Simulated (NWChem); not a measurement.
System: CClF, singlet; SMILES F[C]Cl

```xyz
3

F     -0.2550     1.4527     0.0000
C      0.6746     0.5645     0.0000
Cl    -0.1181    -0.9884     0.0000
```
Atoms are numbered in this order, from 1.

Computed with NWChem. Pople sets run with spherical d functions. Low-valent species are run as closed-shell singlets; no triplet was tried in these runs. The geometry was optimised at PBE0/def2-SVP. Core excitations by TDA in a window of 1s orbitals, non-relativistic and unshifted: absolute energies depend strongly on the exact-exchange share.

Q: Estimate the computed values for F K edge, BHandHLYP/6-311G**. Quantities: first 1s excitation (eV); dipole oscillator strength of the first; first state with f > 0.002 (eV); dipole oscillator strength of that state.

A: 
```json
{
  "first 1s excitation (eV)": "683.4",
  "dipole_oscillator_strength_of_the_first": "0.0210",
  "first state with f > 0.002 (eV)": "683.4",
  "dipole_oscillator_strength_of_that_state": "0.0210"
}
```
